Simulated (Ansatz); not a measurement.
Reaction (ligand exchange at the Al–Cl bond): `[Cl][Al]1[CH2][GaH]1` + H–F → `[F][Al]1[CH2][GaH]1` + HCl

Isolated molecules relaxed with PBE0-D4/def2-TZVP in Ansatz; ΔE leaves out vibrations. CCSD(T)/CBS is the MP2 limit (def2-TZVPP, def2-QZVPP) plus CCSD(T) − MP2 in def2-TZVPP, frozen cores. This one scheme is used for every species. Functionals use def2-TZVPP. For Ga outer-core shells are correlated without core-valence functions, which leaves a few kJ/mol of doubt a bond. Scalar relativity is left out up to krypton.

```json
{"level": "PBE-QIDH", "ΔE (kJ/mol)": "-13.1"}
{"level": "CAM-B3LYP", "ΔE (kJ/mol)": "-28.8"}
{"level": "CCSD(T)/def2-TZVPP", "ΔE (kJ/mol)": "-19.2"}
{"level": "MP2/CBS(def2)", "ΔE (kJ/mol)": "-12.7"}
```

Question: What does CCSD(T)/CBS give? (Best estimate.)

Answer: Ansatz gave: -16.3 kJ/mol. The listed levels differ from it by 3.2, -12.5, -2.9, 3.6 kJ/mol.

Largest T1 diagnostic among the species: 0.015.

Leaving LDA and LC-ωPBE aside and taking each functional with its dispersion term where it has one, the values, not all of them listed here, spread over 14.9 kJ/mol, from CAM-B3LYP-D4 to HSE06-D4. At CCSD(T), def2-SVP lies −8.4 kJ/mol from the extrapolated value and def2-TZVPP −2.9 kJ/mol.
